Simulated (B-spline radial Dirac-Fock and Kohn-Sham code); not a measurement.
# Dipole and non-dipole photoemission parameters of I²⁺ 3p1/2

System: I²⁺ in the configuration [Kr] 4d10 5s2 5p3; threshold 948.8 eV (orbital energy of the model). Calculated with an atomic code on a B-spline grid, using Dirac-Hartree-Slater photoionisation with a Latter tail; cross sections with all multipoles, angular parameters from the dipole term and its interference with E2.

For linearly polarised light dσ/dΩ = σ/(4π) [1 + β P₂(cos θ) + (δ + γ cos²θ) sin θ cos φ], with θ from the polarisation vector and φ the angle between the beam and the projection of the electron momentum on the plane normal to the polarisation.

| hν (eV) | σ (kb) | β | γ | δ |
| --- | --- | --- | --- | --- |
| 1040 | 107 | 0.813 | 0.224 | 0.143 |
| 1450 | 71.6 | 1.442 | 0.170 | 0.018 |
| 1790 | 52.0 | 1.550 | 0.022 | 0.005 |
| 2280 | 34.2 | 1.599 | -0.020 | 0.002 |
| 2290 | 33.9 | 1.599 | -0.019 | 0.002 |
| 2984.4 | 20.4 | 1.605 | 0.065 | 0.003 |
| 3250 | 17.1 | 1.599 | 0.115 | 0.004 |
| 3640 | 13.4 | 1.588 | 0.194 | 0.006 |
| 4200 | 9.81 | 1.567 | 0.311 | 0.010 |
| 5414.7 | 5.47 | 1.518 | 0.557 | 0.018 |
| 6000 | 4.27 | 1.494 | 0.667 | 0.023 |
| 6320 | 3.76 | 1.481 | 0.725 | 0.026 |
| 8047.8 | 2.04 | 1.415 | 1.005 | 0.042 |
| 9470 | 1.33 | 1.364 | 1.200 | 0.057 |
| 11300 | ? | ? | ? | ? |
| 13800 | 0.475 | 1.235 | 1.663 | 0.103 |

Problem. Give the values at 11300 eV.

Solution. σ = 0.829 kb, β = 1.306, γ = 1.417, δ = 0.076.
